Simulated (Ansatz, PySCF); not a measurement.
System: CH₂NO, net charge 1, singlet state. It need not be the lowest isomer of its formula. SMILES: [NH2+]=C=O
Geometry: optimised at B3LYP-D3(BJ)/def2-TZVP (Ansatz, a quantum-chemistry and plane-wave program).

Quantity: vertical triplet-singlet gap (E(triplet) - E(singlet); each state is the SCF solution reached for its spin; the UHF <S^2> is 2.15 for the triplet (pure: 2.00)), in kcal/mol. Correlated levels leave the core frozen unless marked. UHF or UKS for open shells. No spin-orbit coupling. Non-relativistic. Basis-set limits of correlation are two-point, X^-3; Hartree-Fock from the larger set. The bracket is a focal-point correction in the basis named.

RI-MP2/CBS(aug-cc-pVTZ,aug-cc-pVQZ)+[CCSD(T)-MP2]/aug-cc-pVTZ (Ansatz) gives 147.2 kcal/mol.

Question: Another calculation gave 141.5 kcal/mol. Which level was it?
A. M06-2X/def2-TZVPD (PySCF)
B. wB97X-V/def2-TZVPD (Ansatz)
C. CAM-B3LYP/def2-TZVPD (Ansatz)
D. BHLYP/def2-TZVPD (Ansatz)

Answer: B, wB97X-V/def2-TZVPD (Ansatz). The others give 134.8 (BHLYP), 137.6 (CAM-B3LYP), 144.4 (M06-2X) kcal/mol.
